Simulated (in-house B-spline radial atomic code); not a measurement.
# RPA and G0W0 on LDA VWN5: neutral copper

Configuration [Ar] 3d10 4s1, highest spin, mean-field start LDA VWN5. Computed with an all-electron radial atomic-structure program (B-spline basis): all electrons, non-relativistic, point nucleus, each spin shell either full or empty, empty states to l = 9 with an (l + 1/2)⁻⁴ tail; G0W0 by contour deformation at full frequency.

Command:
```bash
python run_gw.py task.json out
```
Settings (radii: box in bohr, nucleus in fm):
```
Z                        29
electrons                29
configuration            [Ar] 3d10 4s1
hamiltonian              nr
method                   lda,vwn
lmax                     9
spin_polarised           True
box_radius               40
intervals                55
ion_configuration        [Ar] 3d10
```

Time taken, with all properties: 7.6 s on 1 thread of Arm Neoverse N1, on a shared host.

Energies (hartree):

```
                                     term        value
                         mean-field total  -1637.79336
Hartree-Fock functional on these orbitals  -1638.90309
                      direct second order      -3.0076
                    second-order exchange      0.83723
                         SOSEX correction      0.70722
```

Q: What is the RPA correlation energy, and what remains with SOSEX?

A: RPA gives -2.2586 hartree (-2.12 eV per electron); RPA + SOSEX gives -1.5513, and the second-order doubles -2.1704 hartree (no singles). SOSEX takes back 31 % of the RPA value.

Quasi-particle levels (eV):

```csv
level,occupied,mean field,Σx - vxc,Σc,QP weight,G0W0
4s up,yes,-5.007,-2.03,?,?,?
4s down,no,-4.188,5.55,-2.72,0.794,-1.363
```

G0W0 = mean field + (Σx - vxc) + Σc, with Σc (partial-wave tail included) taken at the quasi-particle energy. Only the outer levels were computed. Levels of low weight are left out.

Q: Where does G0W0 put 4s up?

A: At -8.143 eV, with Σc = -1.10 eV and a quasi-particle weight of 0.752. The tabulated removal energy is 7.726 eV (NIST, measured); the calculation leaves out relativity, Breit and QED terms, and what these don't explain is the method's own error.

Q: What does it cost to remove one electron (to [Ar] 3d10) by differences of total energies, each species on its own start (correlation terms add to the Hartree-Fock functional)?

A: LDA VWN5 8.387 eV, Hartree-Fock functional 6.054 eV, + RPA 8.054 eV, + RPA + SOSEX 7.226 eV, + second order 9.371 eV. Tabulated: 7.726 eV (NIST, measured); the calculation leaves out relativity, Breit and QED terms, and what these don't explain is the method's own error.
